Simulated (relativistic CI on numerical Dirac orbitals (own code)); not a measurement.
Energy levels of Xe⁹⁺

Calculated at this level of theory: Dirac-Coulomb-Breit CI, separate exchange-only KLI orbitals for each configuration, model QED (radiative potential, 1s self-energy scaled to tabulated hydrogen-like ionisation energies), unscaled Slater integrals (own radial code, finite nucleus).

CI space (outside the closed core [Ar] 3d10): 4s2 4p6 4d9, 4s2 4p5 4d10, 4s2 4p6 4d8 4f, 4s2 4p6 4d8 5s, 4s2 4p6 4d8 5p, 4s 4p6 4d10, 4s2 4p5 4d9 4f, 4s2 4p6 4d7 5s 5p, 4s2 4p6 4d8 5d, 4s2 4p6 4d7 4f 5s, 4s2 4p6 4d8 6s, 4s2 4p6 4d8 6p, 4s2 4p6 4d8 5f, 4s 4p6 4d9 4f, 4s2 4p6 4d7 5s2, 4s2 4p6 4d6 4f 5s2, 4s2 4p6 4d6 5s2 5p, 4s2 4p5 4d7 4f 5s2. Double excitations out of closed p, d and f shells are left out; levels of such configurations are missing from the list, as are those of other unlisted configurations, and high levels can miss mixing partners.

The lowest level is 4s2 4p6 4d9 2D_5/2, with 99 % of that term; Hund's rules for 4s2 4p6 4d9 give 2D with J = 5/2, in agreement.

```csv
No.,Configuration,Term,J,E (cm⁻¹),%,Landé g
1,4s2 4p6 4d9,2D,5/2,0,99,1.199
2,4s2 4p6 4d9,2D,3/2,16732,99,0.798
3,4d8(3F) 5s,4F,9/2,508505,98,1.328
4,4d8(3F) 5s,4F,7/2,514981,65,1.199
5,4d8(3F) 5s,4F,5/2,524080,77,1.090
6,4d8(3F) 5s,4F,3/2,525766,62,0.593
7,4d8(3F) 5s,2F,7/2,528391,65,1.172
8,4d8(3P) 5s,4P,5/2,530201,31,1.201
9,4d8(3F) 5s,2F,5/2,540974,50,1.200
10,4d8(3P) 5s,4P,3/2,541167,43,1.201
11,4d8(3P) 5s,4P,1/2,545270,94,2.626
12,4d8(3P) 5s,4P,3/2,548924,54,1.391
13,4d8(1G) 5s,2G,9/2,556232,98,1.115
14,4d8(1G) 5s,2G,7/2,556574,97,0.896
15,4d8(1D) 5s,2D,5/2,557038,56,1.192
16,4d8(3P) 5s,2P,1/2,557819,96,0.727
17,4d8(3P) 5s,2P,3/2,560075,57,1.078
18,4d8(1S) 5s,2S,1/2,608699,91,1.983
19,4d8(3F) 5p,4D°,7/2,633901,71,1.357
20,4d8(3F) 5p,2G°,9/2,637647,39,1.176
21,4d8(3F) 5p,4D°,5/2,648110,57,1.215
22,4s2 4p5 4d10,2P°,3/2,648861,61,1.325
23,4d8(3F) 5p,4G°,7/2,650573,65,1.022
24,4d8(1D) 5p,2D°,3/2,650958,41,1.055
25,4d8(3F) 5p,4G°,5/2,651250,38,0.898
26,4d8(3F) 5p,4G°,11/2,656507,97,1.268
27,4d8(3F) 5p,4D°,3/2,659829,71,1.203
28,4d8(3F) 5p,4F°,9/2,662529,70,1.265
29,4d8(3P) 5p,4D°,1/2,662775,72,0.218
30,4d8(3F) 5p,2D°,5/2,663046,38,1.044
31,4d8(3F) 5p,2F°,7/2,663984,59,1.210
32,4d8(3P) 5p,4P°,1/2,667572,81,2.305
33,4d8(3P) 5p,4P°,3/2,668689,32,1.235
34,4d8(3F) 5p,2D°,5/2,670814,52,1.257
35,4d8(3F) 5p,4G°,9/2,673425,61,1.163
36,4d8(1D) 5p,2F°,5/2,673517,34,1.032
37,4d8(1D) 5p,2F°,7/2,675493,48,1.069
38,4d8(3F) 5p,4F°,7/2,677509,54,1.178
39,4d8(3F) 5p,2F°,5/2,677832,44,1.119
40,4d8(1G) 5p,2H°,9/2,678779,86,0.934
41,4d8(3F) 5p,4F°,3/2,680912,35,0.951
42,4d8(1D) 5p,2D°,5/2,681604,29,1.123
43,4d8(3F) 4f,4F°,7/2,681716,70,1.260
44,4d8(1G) 5p,2F°,7/2,683183,65,1.068
45,4d8(3F) 4f,4F°,5/2,683209,50,1.130
46,4d8(3F) 4f,4F°,9/2,683243,93,1.321
47,4d8(3P) 5p,2P°,3/2,684402,37,1.036
48,4d8(3P) 5p,4D°,1/2,686188,61,0.385
49,4d8(1G) 4f,2P°,1/2,687081,35,0.741
50,4d8(3F) 4f,4F°,3/2,687612,42,0.890
51,4d8(3F) 5p,2F°,5/2,689480,40,1.111
52,4d8(3F) 5p,2D°,3/2,689784,62,1.002
53,4d8(3P) 5p,2P°,1/2,690012,31,0.746
54,4d8(3P) 5p,4D°,7/2,690287,41,1.286
55,4d8(3F) 4f,4D°,5/2,690894,41,1.283
56,4d8(3F) 4f,4D°,7/2,692540,51,1.332
57,4d8(3F) 4f,4I°,15/2,693885,96,1.195
58,4d8(3P) 4f,4F°,3/2,694015,50,0.946
59,4d8(1D) 5p,2P°,3/2,695726,49,1.114
60,4d8(3F) 4f,4H°,13/2,696832,55,1.172
61,4d8(1G) 5p,2F°,5/2,697819,44,1.081
62,4d8(3F) 4f,4D°,1/2,698909,71,0.275
63,4d8(1G) 5p,2H°,11/2,698966,92,1.098
64,4d8(3P) 5p,2P°,3/2,699539,34,1.274
65,4d8(3F) 4f,4H°,11/2,700373,52,1.153
66,4d8(3F) 4f,4H°,13/2,701290,36,1.137
67,4d8(3P) 5p,4D°,5/2,702353,48,1.241
68,4d8(3F) 4f,4P°,3/2,702945,36,1.455
69,4d8(3P) 5p,2S°,1/2,704221,47,1.670
70,4d8(3F) 4f,4P°,5/2,704340,47,1.280
```

Energies count from the lowest computed level; ° marks odd parity. Percentages are summed over parent terms; the parents shown are those of the largest component, closed shells are left out there.

The mean weight of the leading LS term, summed over parents, in these 70 levels is 59 %, and that of the leading jj configuration (from the same eigenvectors) 62 %.

At this charge energies of transitions that change n are usually good to better than 1 %, and those within a shell (Δn = 0) to a few per cent. Levels and lines within the n = 5 or 6 shells can be off by up to 10 % or somewhat more, and those that change n by about 2 %, since core polarisation is missing.

LS names give the leading component of a level, which can be under half, so a name can repeat, a term be missing and a line seem to break the LS rules.
